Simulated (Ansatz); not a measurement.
`CNC(N)O` + `BF` → `NC(O)BF` + CH₃NH₂  (formal exchange of groups at a C–N bond)

Isolated molecules relaxed with PBE0-D4/def2-TZVP in Ansatz; ΔE leaves out vibrations. CCSD(T)/CBS adds triple-zeta CCSD(T) − MP2 to the extrapolated MP2 energy (def2 sets, frozen cores). This one scheme is used for every species. Functionals use def2-TZVPP. One conformer a species, not always the lowest.

| level | ΔE (kJ/mol) |
| --- | --- |
| PBE0 | -19.1 |
| CCSD/def2-TZVPP | -9.1 |
| MP2/def2-QZVPP | -9.0 |
| CCSD/CBS(def2) | -11.6 |

(1) What does CCSD(T)/CBS give? (An estimate is asked.)

Largest T1 diagnostic among the species: 0.013.

Results:

(1) The calculation gave: -11.6 kJ/mol. The listed levels differ from it by -7.5, 2.5, 2.6, 0.0 kJ/mol.

The D4 term adds +3.8 kJ/mol with B3LYP and +2.2 kJ/mol with PBE0; it sums over pairs of atoms, weighted by their polarisabilities, and B3LYP, whose exchange is more repulsive, gets the larger term. From PBE to PBE0 (25 % exact exchange), in def2-TZVPP and without D4, ΔE moves by +6.3 kJ/mol.

B3LYP here is the variant with VWN-RPA as its local correlation; programs differ in this.
